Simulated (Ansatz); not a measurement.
Ansatz (a first-principles code) input (CCSD(T)/def2-SVPD):

Ansatz 0.2 input:
```yaml
crystal:
  periodic: [false, false, false]
  atoms:
    - {symbol: Zn, position_ang: [-0.11419047, 0.63406690, 0.80276160]}
    - {symbol: I, position_ang: [-0.16328001, 1.65911186, -1.70722325]}
    - {symbol: I, position_ang: [0.22791613, -2.01801765, 1.25282989]}
basis:
  gaussian:
    orbitals: def2-SVPD
total_charge: -1
magnetization: {spin_polarized: true, initial_magnetization: 1}
correlation: {method: ccsd_t, electrons: outside_noble_gas}
```

End of the output:

```
integrals: 0.27 GiB planned
1199 factors; integrals over basis functions are off by at most 1.9e-4 eV
mean field: 0.91 GiB planned
mean field evaluation 1: about -64518.4385 eV, gradient 8.7e0 eV
mean field evaluation 2: about -64518.5227 eV, gradient 8.7e0 eV
mean field evaluation 4: about -64519.4045 eV, gradient 1.8e0 eV
mean field evaluation 8: about -64519.5007 eV, gradient 3.6e-1 eV
mean field evaluation 16: about -64519.5060 eV, gradient 4.0e-5 eV
mean field evaluation 32: about -64516.8910 eV, gradient 1.2e0 eV
mean field evaluation 64: about -64515.8588 eV, gradient 3.9e-2 eV
mean field evaluation 96: about -64516.6702 eV, gradient 3.9e0 eV
mean field evaluation 128: about -64514.8729 eV, gradient 6.9e-1 eV
mean field -64519.50600193 eV, -2371.0481126790 hartree, gradient 3.7e-6 eV, S^2 0.755281; 1 other end points of the search recorded, 0 dependent functions left out
determinant -64519.50600193 eV, -2371.0481126790 hartree, with singles and doubles -64533.07975155 eV, -2371.5469387768 hartree
determinant -64516.91294043 eV, -2370.9528194267 hartree, with singles and doubles -64530.54725726 eV, -2371.4538713285 hartree
27 core orbitals not correlated
reference -64519.50600193 eV, -2371.0481126790 hartree; 14, 13 occupied and 63, 64 virtual orbitals, 1199 factors
second order -13.59301375 eV of doubles, -0.00000000 eV of singles
coupled cluster: 0.52 GiB planned
cycle   1  -13.57437400 eV  change   -6.2e-4 eV  update   1.3e-3
cycle   2  -13.57410121 eV  change    2.7e-4 eV  update   8.6e-4
cycle   3  -13.57418587 eV  change   -8.5e-5 eV  update   5.0e-4
cycle   4  -13.57432110 eV  change   -1.4e-4 eV  update   1.5e-4
cycle   5  -13.57451916 eV  change   -2.0e-4 eV  update   5.4e-5
cycle   6  -13.57454920 eV  change   -3.0e-5 eV  update   1.5e-5
perturbative correction -0.39135488 eV, -0.0143820266 hartree
Total energy: -64533.47190601 eV, -2371.5613501874 hartree
```

The spin state was set by rule; other spins were not relaxed.
